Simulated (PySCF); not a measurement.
**Assigning NMR signals**

Bonds (- single, = double, # triple, : aromatic): C1-O2, O2-C3, C3=O4, C3-C5, C5=C6, C6-C7, C7=C8, C8-Si9, Si9-C5. C1 carries H10, H11, H12; C6 carries H13; C7 carries H14; C8 carries H15; Si9 carries H16, H17.

[PySCF: GIAO PBE0/pcSseg-1 shieldings; coordinates at the GFN2-xTB level; a single conformation; non-relativistic; averaged over atoms made equivalent by symmetry, fast rotation or ring inversion; no solvent]

Referencing at the same level of theory: $^{13}$C (σ = 186.93 ppm), $^{1}$H (σ = 31.72 ppm) against TMS.

Q: Assign these signals to the numbered atoms. $^{13}$C{$^{1}$H} NMR (computed): δ 170.9, 166.3, 155.3, 146.5, 140.1, 49.9.

A: 
| δ (ppm) | atoms | environment | reason |
| --- | --- | --- | --- |
| 170.9 | C3 | ester carbonyl carbon | lone-pair donation from the attached heteroatom keeps it upfield of a ketone carbonyl |
| 166.3 | C6 | β carbon of a C=C–C=O unit | conjugation with the carbonyl draws π density from the β position |
| 155.3 | C7 | alkene CH | as expected for a trigonal carbon in a double bond |
| 146.5 | C8 | alkene CH | – |
| 140.1 | C5 | α carbon of a C=C–C=O unit | the olefinic region |
| 49.9 | C1 | methyl carbon bonded to O | deshielded by the electronegative neighbour |

Q: Assign these signals to the numbered atoms. $^{1}$H NMR (600 MHz, computed): δ 8.17 (d, 1H), 7.45 (m, 1H), 6.67 (m, 1H), 4.66 (m, 2H), 4.17 (s, 3H).

A: 
8.17 → H13, hydrogen on a β carbon of a C=C–C=O unit
7.45 → H14, hydrogen on an alkene CH: attached to an sp2 carbon and in the plane of the double bond
6.67 → H15, hydrogen on an alkene CH
4.66 → H16/H17, hydrogen on a silicon bonded to 2 C, in a 5-membered ring
4.17 → H10/H11/H12, hydrogen on a methyl carbon bonded to O: its carbon carries O, hence the downfield position

Shifts are as computed. Against solution values, carbons near 30 ppm lie about +3 ppm off and those near 130 ppm about +5 ppm. Of 1211 compounds with measured shifts, 218 miss one by over three times the rms of a fit or turn the order of signals round; such compounds aren't used in these exercises. No couplings were computed; multiplicities are counted from neighbouring protons, with m where these are inequivalent, close in shift, in a saturated or five-membered ring or joined by F or P, and br s for small geminal =CH2 splittings.
